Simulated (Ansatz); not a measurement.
Consider the hydrogenolysis of the Si–C bond: `C[SiH](O)CS` + H₂ → `C[SiH2]O` + CH₃SH.

Isolated molecules relaxed with PBE0-D4/def2-TZVP in Ansatz; ΔE leaves out vibrations. CBS: MP2 limit from def2 TZ/QZ plus the TZ coupled-cluster correction, frozen cores. This one scheme is used for every species. DFT in def2-TZVPP. B3LYP here is the variant with VWN-RPA as its local correlation; programs differ in this. One conformer a species, not always the lowest.

```json
{"level": "B3LYP-D4", "ΔE (kcal/mol)": "-2.8"}
{"level": "ωB97X-V", "ΔE (kcal/mol)": "-3.3"}
{"level": "PBE", "ΔE (kcal/mol)": "-3.9"}
{"level": "HF/def2-QZVPP", "ΔE (kcal/mol)": "-11.3"}
```

What does CCSD(T)/CBS give? (An estimate is asked.)

Computed: -2.2 kcal/mol. The listed levels differ from it by -0.6, -1.1, -1.7, -9.1 kcal/mol.

Largest T1 diagnostic among the species: 0.011.

In def2-TZVPP, CCSD(T) changes the Hartree–Fock value by +8.2 kcal/mol (the triples alone add +1.6 kcal/mol) and MP2 by +9.8 kcal/mol. The D4 term adds +4.2 kcal/mol with B3LYP and +2.3 kcal/mol with PBE0; it sums over pairs of atoms, weighted by their polarisabilities, and B3LYP, whose exchange is more repulsive, gets the larger term. From PBE to PBE0 (25 % exact exchange), in def2-TZVPP and without D4, ΔE moves by −0.8 kcal/mol.
